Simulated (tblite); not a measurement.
A geometry optimisation, step by step.

C17H9F3O2S.
SMILES with atom numbers: `[CH:1]#[C:2][c:3]1[cH:4][cH:5][c:6]([C:7]#[C:8][c:9]2[cH:10][cH:11][c:12]([S:13](=[O:14])(=[O:15])[C:16]([F:17])([F:18])[F:19])[cH:20][cH:21]2)[cH:22][cH:23]1` (hydrogens: H24 on C1; H25 on C4; H26 on C5; H27 on C10; H28 on C11; H29 on C20; H30 on C21; H31 on C22; H32 on C23)

Computed with GFN2-xTB (tblite), gas phase: L-BFGS steps from a force-field or distance-geometry start until the largest atomic force falls under 0.01 eV/Å. 5 of its 252 geometries are shown.

Step 0: E = -1806.0001 eV, largest atomic force 6.026 eV/Å
```
atom  x, y, z in Å  |  force x, y, z in eV/Å
C1      8.222    0.487   -0.409   -1.659  -0.238  -0.020
C2      7.016    0.315   -0.429    1.306  -0.162  -0.061
C3      5.597    0.091   -0.415    1.108   1.065   0.359
C4      5.011   -0.996   -1.037   -0.563  -0.091   0.202
C5      3.634   -1.181   -1.002    0.397  -0.241  -0.333
C6      2.858   -0.234   -0.371   -0.934   1.000   0.771
C7      1.431   -0.309   -0.289    1.077  -0.177  -0.220
C8      0.233   -0.352   -0.209   -1.556  -0.079  -0.167
C9     -1.212   -0.389   -0.126    2.158   0.119   0.014
C10    -1.756   -0.241    1.137   -0.501   0.064   0.519
C11    -3.126   -0.260    1.286   -0.152   0.128   0.489
C12    -3.919   -0.427    0.157    0.379   0.367   0.629
S13    -5.658   -0.434    0.457   -1.644  -5.733   0.860
O14    -5.909   -0.968    1.826    0.586   1.772  -2.363
O15    -6.357   -1.232   -0.583    1.277   2.058   1.459
C16    -6.175    1.271    0.320   -0.490   2.635  -0.771
F17    -7.511    1.435    0.514    1.902   0.151  -0.303
F18    -5.442    2.065    1.169   -1.152  -0.805  -0.943
F19    -5.816    1.676   -0.974   -0.777  -0.402   1.893
C20    -3.369   -0.568   -1.098   -0.023  -0.019  -0.567
C21    -1.989   -0.545   -1.259   -0.653  -0.083   0.322
C22     3.449    0.879    0.248    1.060   0.174   0.069
C23     4.835    1.064    0.242   -1.506  -0.941  -0.493
H24     9.265    0.650   -0.385   -0.284  -0.022  -0.026
H25     5.661   -1.693   -1.502    0.248  -0.549  -0.398
H26     3.134   -2.024   -1.467    0.314   0.056   0.021
H27    -1.134   -0.107    2.008    0.125  -0.026  -0.091
H28    -3.563   -0.142    2.286    0.020  -0.126  -0.656
H29    -4.039   -0.694   -1.938    0.076  -0.016   0.021
H30    -1.508   -0.659   -2.208   -0.051  -0.021  -0.325
H31     2.870    1.630    0.753   -0.400  -0.032   0.001
H32     5.254    1.925    0.715    0.310   0.173   0.107
```

Step 63: E = -1806.7912 eV, largest atomic force 0.016 eV/Å
```
atom  x, y, z in Å  |  force x, y, z in eV/Å
C1      8.200    0.324   -0.475   -0.004  -0.003  -0.005
C2      7.002    0.246   -0.440    0.007   0.005  -0.014
C3      5.591    0.146   -0.409    0.003  -0.001  -0.004
C4      4.952   -0.914   -1.055   -0.001   0.004   0.001
C5      3.578   -1.018   -1.025   -0.001  -0.003  -0.001
C6      2.818   -0.067   -0.339    0.003   0.001  -0.002
C7      1.414   -0.182   -0.274   -0.004  -0.008   0.003
C8      0.212   -0.279   -0.194    0.001   0.000   0.008
C9     -1.188   -0.381   -0.060   -0.006   0.005   0.001
C10    -1.771   -0.235    1.204   -0.002   0.002   0.003
C11    -3.140   -0.323    1.346   -0.003  -0.002   0.001
C12    -3.916   -0.553    0.224   -0.004  -0.002   0.002
S13    -5.682   -0.575    0.409   -0.001   0.004  -0.005
O14    -6.065   -0.918    1.741    0.006  -0.005  -0.007
O15    -6.317   -1.211   -0.700   -0.006   0.003  -0.004
C16    -6.049    1.284    0.233   -0.001   0.001  -0.003
F17    -7.335    1.566    0.364    0.003   0.002  -0.005
F18    -5.364    1.958    1.162   -0.011   0.002   0.000
F19    -5.633    1.714   -0.961   -0.005  -0.002  -0.002
C20    -3.365   -0.699   -1.037    0.000  -0.005   0.006
C21    -1.993   -0.620   -1.179   -0.002   0.001  -0.001
C22     3.458    0.997    0.303    0.002   0.001   0.001
C23     4.831    1.105    0.264    0.006  -0.004   0.003
H24     9.246    0.391   -0.508    0.000   0.005   0.010
H25     5.546   -1.652   -1.575   -0.011   0.006   0.000
H26     3.080   -1.838   -1.522   -0.002  -0.003   0.001
H27    -1.141   -0.056    2.062    0.009   0.003  -0.002
H28    -3.624   -0.225    2.304    0.012   0.002   0.006
H29    -4.017   -0.879   -1.877    0.007  -0.004   0.005
H30    -1.535   -0.735   -2.150    0.001   0.003  -0.001
H31     2.865    1.734    0.824   -0.002  -0.002   0.007
H32     5.327    1.928    0.757    0.008  -0.006  -0.001
```

Step 126: E = -1806.7986 eV, largest atomic force 0.024 eV/Å
```
atom  x, y, z in Å  |  force x, y, z in eV/Å
C1      8.199    0.300   -0.668    0.019  -0.001  -0.005
C2      7.003    0.228   -0.585   -0.010  -0.010   0.000
C3      5.597    0.135   -0.477    0.003  -0.009   0.000
C4      4.898   -0.828   -1.208   -0.004   0.001  -0.001
C5      3.528   -0.924   -1.097   -0.009   0.004   0.000
C6      2.830   -0.062   -0.245   -0.003   0.003   0.003
C7      1.430   -0.163   -0.123    0.000   0.001   0.005
C8      0.229   -0.242   -0.003   -0.003   0.005  -0.015
C9     -1.173   -0.341    0.092   -0.003   0.001  -0.006
C10    -1.820   -0.116    1.314   -0.001   0.004  -0.002
C11    -3.194   -0.220    1.395   -0.002  -0.004   0.001
C12    -3.911   -0.544    0.257   -0.009   0.014   0.001
S13    -5.685   -0.595    0.344    0.011  -0.008  -0.007
O14    -6.141   -0.919    1.658    0.014   0.005   0.011
O15    -6.243   -1.268   -0.784    0.013   0.002   0.001
C16    -6.091    1.248    0.097   -0.005  -0.009   0.008
F17    -7.394    1.463    0.019   -0.010   0.016  -0.015
F18    -5.596    1.967    1.107    0.016  -0.003   0.004
F19    -5.512    1.683   -1.027   -0.013  -0.002  -0.003
C20    -3.296   -0.761   -0.963   -0.008   0.007   0.007
C21    -1.922   -0.666   -1.045   -0.007  -0.006  -0.003
C22     3.531    0.902    0.485   -0.005   0.000   0.004
C23     4.899    1.002    0.367    0.003   0.002   0.001
H24     9.244    0.362   -0.743    0.000   0.006  -0.002
H25     5.441   -1.497   -1.860    0.000   0.004   0.000
H26     2.983   -1.667   -1.661    0.001   0.002   0.005
H27    -1.238    0.139    2.186    0.011  -0.010  -0.001
H28    -3.721   -0.064    2.323   -0.003   0.000  -0.006
H29    -3.905   -1.006   -1.819    0.008  -0.008   0.005
H30    -1.415   -0.831   -1.983   -0.001  -0.008  -0.003
H31     2.987    1.571    1.137   -0.003  -0.001   0.009
H32     5.444    1.748    0.926    0.000   0.002   0.006
```

Step 188: E = -1806.8056 eV, largest atomic force 0.025 eV/Å
```
atom  x, y, z in Å  |  force x, y, z in eV/Å
C1      8.185    0.327   -0.771    0.003  -0.005  -0.001
C2      6.998    0.222   -0.625   -0.002   0.000   0.004
C3      5.597    0.112   -0.466    0.000   0.002  -0.002
C4      4.857   -0.707   -1.323    0.000   0.010  -0.003
C5      3.489   -0.792   -1.188    0.003   0.004  -0.002
C6      2.834   -0.065   -0.189   -0.001  -0.013   0.000
C7      1.433   -0.143   -0.069   -0.004   0.008   0.003
C8      0.228   -0.205    0.018    0.005   0.000   0.004
C9     -1.174   -0.300    0.112    0.004  -0.002  -0.009
C10    -1.825    0.015    1.310    0.010  -0.023   0.002
C11    -3.197   -0.103    1.400    0.008   0.012  -0.003
C12    -3.907   -0.527    0.291   -0.005   0.009   0.005
S13    -5.678   -0.604    0.388   -0.005   0.003  -0.004
O14    -6.121   -0.801    1.731   -0.003   0.006  -0.004
O15    -6.225   -1.399   -0.664   -0.004   0.002   0.005
C16    -6.105    1.201   -0.039   -0.002  -0.007   0.004
F17    -7.407    1.440   -0.019   -0.009  -0.002  -0.002
F18    -5.506    2.013    0.837   -0.004   0.010  -0.006
F19    -5.631    1.498   -1.251    0.003  -0.002   0.005
C20    -3.289   -0.830   -0.910    0.002   0.002   0.010
C21    -1.917   -0.720   -0.999    0.000  -0.009  -0.004
C22     3.578    0.738    0.680   -0.005  -0.004  -0.008
C23     4.945    0.828    0.540   -0.003   0.001  -0.004
H24     9.223    0.416   -0.900    0.002  -0.003   0.007
H25     5.367   -1.265   -2.095   -0.005   0.006   0.004
H26     2.912   -1.421   -1.851    0.003   0.011   0.003
H27    -1.245    0.341    2.160    0.003   0.001   0.003
H28    -3.728    0.120    2.312   -0.006  -0.008  -0.005
H29    -3.893   -1.154   -1.742    0.005   0.003   0.008
H30    -1.407   -0.952   -1.921    0.007  -0.009  -0.005
H31     3.070    1.293    1.455   -0.002  -0.001  -0.005
H32     5.523    1.454    1.205    0.003  -0.001  -0.002
```

Step 251: E = -1806.8123 eV, largest atomic force 0.009 eV/Å
```
atom  x, y, z in Å  |  force x, y, z in eV/Å
C1      8.193    0.312   -0.727    0.001  -0.002   0.003
C2      7.000    0.229   -0.615    0.003  -0.005  -0.002
C3      5.596    0.129   -0.482    0.003   0.003  -0.004
C4      4.831   -0.429   -1.510    0.001  -0.001   0.006
C5      3.463   -0.525   -1.381   -0.001   0.000   0.001
C6      2.832   -0.065   -0.221   -0.002   0.008   0.000
C7      1.433   -0.157   -0.092    0.005  -0.003  -0.001
C8      0.231   -0.233    0.017   -0.001  -0.001  -0.004
C9     -1.169   -0.322    0.141    0.003   0.001   0.002
C10    -1.796    0.110    1.316   -0.003  -0.003   0.000
C11    -3.169    0.024    1.435   -0.002   0.005   0.004
C12    -3.902   -0.495    0.383   -0.002   0.005   0.006
S13    -5.672   -0.545    0.519    0.001  -0.003   0.001
O14    -6.090   -0.484    1.883   -0.001   0.001   0.000
O15    -6.239   -1.522   -0.354    0.006  -0.002  -0.006
C16    -6.120    1.144   -0.236    0.003   0.007  -0.003
F17    -7.423    1.379   -0.223    0.000  -0.004   0.001
F18    -5.502    2.114    0.444    0.001   0.000   0.005
F19    -5.686    1.200   -1.497    0.003  -0.001  -0.004
C20    -3.305   -0.927   -0.789   -0.004  -0.001   0.005
C21    -1.933   -0.843   -0.910   -0.003   0.005   0.002
C22     3.599    0.492    0.807    0.001  -0.002  -0.001
C23     4.966    0.588    0.677    0.002  -0.001   0.001
H24     9.235    0.383   -0.823   -0.003   0.002  -0.002
H25     5.324   -0.782   -2.404   -0.003   0.000  -0.001
H26     2.866   -0.955   -2.173    0.005   0.002  -0.002
H27    -1.199    0.509    2.122   -0.004  -0.002  -0.006
H28    -3.685    0.341    2.327    0.000   0.000   0.000
H29    -3.924   -1.328   -1.576   -0.001  -0.004  -0.001
H30    -1.440   -1.174   -1.810   -0.002  -0.003  -0.004
H31     3.107    0.846    1.701    0.001   0.002   0.003
H32     5.564    1.018    1.468   -0.007  -0.001  -0.002
```

**Question.** Summarise the path.

**Answer.** The energy falls by 18.73 kcal/mol from step 0 to step 251; nine tenths of that is first reached at step 5. It falls at every step. The largest force goes from 6.026 to 0.009 eV/Å. Among the bonds S13–C16 changes most, from 1.787 to 1.903 Å; the atoms move by 0.663 Å rms after alignment.

**Question.** Follow the three bonds and two angles with the largest change from start to end.

**Answer.** 
```
step  E above end (kcal/mol)  largest force (eV/Å)  S13–C16 (Å)  C16–F19 (Å)  S13=O14 (Å)  O14–S13–O15 (°)  O14–S13–C16 (°)
   0                   18.73                 6.026        1.787        1.403        1.491            111.8            111.3
  11                    1.08                 0.073        1.903        1.335        1.428            119.7            106.6
  22                    0.81                 0.049        1.904        1.335        1.428            119.8            105.0
  33                    0.73                 0.053        1.900        1.334        1.428            119.6            105.4
  44                    0.64                 0.033        1.905        1.335        1.428            119.7            106.0
  55                    0.51                 0.031        1.905        1.336        1.428            119.9            105.7
  65                    0.48                 0.020        1.904        1.336        1.428            119.9            105.6
  76                    0.47                 0.018        1.904        1.335        1.428            119.9            105.8
  87                    0.45                 0.018        1.904        1.335        1.428            119.9            105.9
  98                    0.41                 0.026        1.902        1.336        1.428            119.8            105.7
 109                    0.37                 0.045        1.904        1.336        1.428            119.8            105.8
 120                    0.34                 0.022        1.903        1.336        1.428            119.9            105.8
 131                    0.30                 0.028        1.904        1.337        1.428            119.9            105.7
 142                    0.28                 0.017        1.904        1.337        1.428            119.8            105.8
 153                    0.25                 0.017        1.904        1.336        1.428            119.8            105.7
 164                    0.23                 0.026        1.904        1.336        1.428            119.8            105.8
 175                    0.21                 0.024        1.903        1.336        1.428            119.8            105.6
 186                    0.16                 0.017        1.904        1.336        1.428            119.8            105.6
 196                    0.13                 0.022        1.903        1.335        1.428            119.8            106.1
 207                    0.07                 0.024        1.904        1.335        1.428            119.8            105.9
 218                    0.05                 0.042        1.904        1.335        1.428            119.9            105.6
 229                    0.04                 0.020        1.905        1.334        1.428            119.8            105.6
 240                    0.01                 0.047        1.903        1.335        1.427            119.9            105.8
 251                    0.00                 0.009        1.903        1.335        1.428            119.8            105.8
```

The cost below is that of the whole relaxation. The run took 7.0 s wall, 10 s CPU on an Arm Neoverse N1 with 2 threads, no GPU, shared host with 64 logical CPUs at a one-minute load of 16.
